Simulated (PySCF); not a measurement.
First SCF of a structure search on singlet ZrN2, at a hand-made bent geometry. PySCF input:

```python
from pyscf import gto, scf, dft
mol = gto.M(atom='''
Zr     0.000000     0.000000     0.000000
N      1.531800     0.000000     1.072600
N     -1.531800     0.000000     1.072600''',
    basis={'Zr': 'def2-TZVP', 'N': 'def2-TZVP'},
    ecp={'Zr': 'def2-TZVP'},
    charge=0, spin=0)
mf = dft.RKS(mol, xc='PBE0')
mf.grids.atom_grid = (50, 194)
aux = {'Zr': 'def2-universal-JKFIT', 'N': 'def2-universal-JKFIT'}
mf = mf.density_fit(auxbasis=aux)
mf.conv_tol = 1e-08
mf.diis_space = 10
mf.max_cycle = 60
mf.init_guess = 'minao'
mf.verbose = 4
mf.kernel()
```

Excerpt of the output (cycles and frontier levels):

```
init E= -150.706602923766
  HOMO = -0.520494619673348  LUMO = -0.458575048258739  gap/eV = 1.68492
cycle= 1 E= -155.1991043375  delta_E= -4.49  |g|= 2.26  |ddm|= 4.91
  HOMO = -0.24467646944116  LUMO = -0.198693138920239  gap/eV = 1.25127
cycle= 2 E= -153.252764805658  delta_E= 1.95  |g|= 3.42  |ddm|= 3.21
  HOMO = -0.140333520198833  LUMO = -0.0706483803509886  gap/eV = 1.89623
cycle= 3 E= -156.186196927293  delta_E= -2.93  |g|= 0.529  |ddm|= 2.27
  HOMO = -0.30187117383564  LUMO = -0.212285480813071  gap/eV = 2.43775
cycle= 4 E= -156.215913920334  delta_E= -0.0297  |g|= 0.422  |ddm|= 0.708
  HOMO = -0.246965982645348  LUMO = -0.150734990983171  gap/eV = 2.61858
cycle= 5 E= -156.256275235118  delta_E= -0.0404  |g|= 0.0278  |ddm|= 0.274
  HOMO = -0.244165261480031  LUMO = -0.147304224134354  gap/eV = 2.63572
cycle= 6 E= -156.256517158545  delta_E= -0.000242  |g|= 0.00893  |ddm|= 0.0311
  HOMO = -0.243724636588631  LUMO = -0.146602727327522  gap/eV = 2.64282
cycle= 7 E= -156.25657730052  delta_E= -6.01e-05  |g|= 0.00315  |ddm|= 0.0167
  HOMO = -0.243649756727759  LUMO = -0.146457307908168  gap/eV = 2.64474
cycle= 8 E= -156.256592131719  delta_E= -1.48e-05  |g|= 0.00132  |ddm|= 0.00975
  HOMO = -0.243689095513564  LUMO = -0.146518512011919  gap/eV = 2.64415
cycle= 9 E= -156.256595182811  delta_E= -3.05e-06  |g|= 0.000374  |ddm|= 0.00571
  HOMO = -0.243655558988313  LUMO = -0.146508377783924  gap/eV = 2.64351
cycle= 10 E= -156.256595299699  delta_E= -1.17e-07  |g|= 8.66e-05  |ddm|= 0.00114
  HOMO = -0.243649014648699  LUMO = -0.14650658219904  gap/eV = 2.64338
cycle= 11 E= -156.256595302726  delta_E= -3.03e-09  |g|= 1.17e-05  |ddm|= 0.000131
  HOMO = -0.243649268147426  LUMO = -0.146506288779781  gap/eV = 2.64340
Extra cycle  E= -156.256595302611  delta_E= 1.14e-10  |g|= 2.76e-05  |ddm|= 2.69e-05
converged SCF energy = -156.256595302611
```

No lower solution of this spin was found from smeared starts or by a stability analysis within the restricted form, which does not test spin polarisation.

At the minimum of this search the closed-shell solution is unstable towards spin polarisation, so a lower open-shell solution exists.

The search for the lowest solution, 3 starts and the stability check together, took 8.4 s on 2 threads of a shared Arm Neoverse V1 host, with 102 basis functions; the process peaked at 0.38 GiB. Launch command: `OMP_NUM_THREADS=2 python axn.py task.json out`.
